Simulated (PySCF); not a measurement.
C2H7NSi2, SMILES N[Si@@H]1C=C[SiH2]1.

Coordinates come from a PBE0-D3(BJ)/def2-SVP optimisation. The structure was generated by enumeration; whether it is a known compound was not checked. One conformer was computed; it need not be the lowest.

All values below come from SMD-ωB97X/6-31G* (PySCF).

Solvation free energies are E(SMD) − E(gas) at the gas-phase geometry, for 1 M in both phases. In vacuum the dipole moment is 1.73 D.

Computed solvation free energies in water, chlorobenzene, n-hexane:
| solvent | ΔG(solv) (kcal/mol) | its non-electrostatic (CDS) part | dipole (D) |
|---|---|---|---|
| water | 0.5 | 4.9 | 2.21 |
| chlorobenzene | -2.5 | 0.8 | 2.09 |
| n-hexane | -1.4 | 0.2 | 1.89 |
